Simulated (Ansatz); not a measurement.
Calculated with Ansatz (gas phase, PBE0-D4/def2-TZVP geometries, no zero-point term in ΔE). CBS: MP2 limit from def2 TZ/QZ plus the TZ coupled-cluster correction, frozen cores. This one scheme is used for every species. Functionals use def2-TZVPP. B3LYP here is the variant with VWN-RPA as its local correlation; programs differ in this. HSE06 is defined as in plane-wave codes. Each species was taken in one conformer, which may not be the lowest.

Consider the silylene formation by 1,1-elimination: `O[SiH]([SiH3])O[SiH3]` → `O[SiH]` + disiloxane.

`O[SiH]([SiH3])O[SiH3]`:

Cartesian coordinates in Å:
```
O -1.747 1.753 -0.275
Si -1.175 0.216 -0.353
Si -0.638 -0.592 1.790
O 0.153 0.128 -1.303
Si 1.749 -0.197 -1.434
H -1.233 2.407 0.201
H -2.263 -0.547 -1.007
H 0.327 0.330 2.455
H -1.861 -0.674 2.634
H -0.017 -1.943 1.717
H 2.304 -0.559 -0.102
H 2.452 1.006 -1.946
H 1.949 -1.327 -2.374
```

`O[SiH]`:

```xyz
4

O     0.760   -0.097   -0.129
Si   -0.800   -0.081    0.431
H     1.373   -0.584    0.428
H    -1.334    0.762   -0.730
```

`[SiH3]O[SiH3]`:

Cartesian coordinates in Å:
```
Si 1.306 -0.621 0.609
O 0.060 0.388 0.297
Si -1.297 0.680 -0.564
H 0.797 -1.931 1.093
H 2.155 0.000 1.655
H 2.110 -0.839 -0.622
H -1.840 1.994 -0.144
H -2.306 -0.381 -0.307
H -0.986 0.710 -2.017
```

Task: Is it downhill or uphill in electronic energy at CCSD(T)/CBS, and by how much? (Estimate.)

Result: The calculation gave: Uphill: ΔE = +2.06 eV.

Task: What do these levels give: LDA (SPW92), r2SCAN-D4, B3LYP-D4, CAM-B3LYP-D4, PBE0, B3LYP, r2SCANh, r2SCAN0, HSE06, HF/def2-TZVPP, MP2/def2-QZVPP, HF/CBS(def2)? (An estimate is asked.)

Result: The calculation gave: LDA (SPW92) 2.42, r2SCAN-D4 2.28, B3LYP-D4 2.03, CAM-B3LYP-D4 2.07, PBE0 2.16, B3LYP 1.84, r2SCANh 2.26, r2SCAN0 2.28, HSE06 2.16, HF/def2-TZVPP 1.83, MP2/def2-QZVPP 2.13, HF/CBS(def2) 1.82 eV.

Largest T1 diagnostic among the species: 0.016.

From BLYP to BHLYP (50 % exact exchange), in def2-TZVPP and without D4, ΔE moves by +0.28 eV. Leaving LDA and LC-ωPBE aside and taking each functional with its dispersion term where it has one, the values, not all of them listed here, spread over 0.41 eV, from BLYP-D4 to r2SCAN0-D4. LDA lies +0.36 eV from PBE without D4. In def2-TZVPP, CCSD(T) changes the Hartree–Fock value by +0.17 eV (the triples alone add +0.04 eV) and MP2 by +0.27 eV.
